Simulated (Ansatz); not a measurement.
`C[S][GeH2][CH3]` + CH₃NH₂ → `C[NH][GeH2][CH3]` + CH₃SH at 600 K and 1 bar (ligand exchange at a Ge–S bond).

Gas-phase electronic energies from Ansatz, PBE0-D4/def2-TZVP geometries. CCSD(T)/CBS adds triple-zeta CCSD(T) − MP2 to the extrapolated MP2 energy (def2 sets, frozen cores). This one scheme is used for every species. For Ge outer-core shells are correlated without core-valence functions, which leaves a few kJ/mol of doubt a bond. Scalar relativity is left out up to krypton. One conformer a species, not always the lowest.

```tsv
species	CCSD(T)/CBS energy (Eh)	H − E (kJ/mol)	S (J/(mol·K))
`C[S][GeH2][CH3]`	-2554.83183	306.2	463.0
CH₃NH₂	-95.75281	199.3	283.8
`C[NH][GeH2][CH3]`	-2212.33836	345.3	450.6
CH₃SH	-438.22835	152.3	296.8
```

H − E and S are ideal-gas, rigid-rotor, harmonic terms from PBE0-D4/def2-TZVP, for one conformer and one mirror image of each species. 1 Eh = 2625.50 kJ/mol, R = 8.31446 J/(mol·K).

Problem. By hand: ΔE, ΔH, ΔS and ΔG.

Solution. ΔE = (-2212.33836) + (-438.22835) − (-2554.83183) − (-95.75281) = 0.01793 Eh = 47.1 kJ/mol. Δ(H − E) = 345.3 + 152.3 − 306.2 − 199.3 = -7.9, so ΔH = 39.2 kJ/mol. ΔS = 450.6 + 296.8 − 463.0 − 283.8 = 0.6 J/(mol·K). ΔG = 39.2 − 600 × (0.6)/1000 = 38.8 kJ/mol.

Problem. By hand: the equilibrium constant, and the temperature at which ΔG would vanish if ΔH and ΔS stayed fixed.

Solution. log₁₀ K = −ΔG/(RT ln 10) = -3.4. ΔG = 0 at ΔH/ΔS = 65333 K, far beyond where these terms or the molecules hold.

The number of gas molecules stays the same, so ΔS is small and ΔH decides. A doubt of 5 kJ/mol in ΔE shifts log₁₀ K by 0.4 here. Other conformers and mirror images would add mixing entropy, several J/(mol·K) or more a flexible species. Modes under 60 cm⁻¹, often nearly free rotors, make the harmonic entropy too high. These are equilibria of isolated gas molecules and say nothing of rates. Largest T1 diagnostic: 0.010 (customary marks: 0.02 for closed shells, 0.045 for open ones).
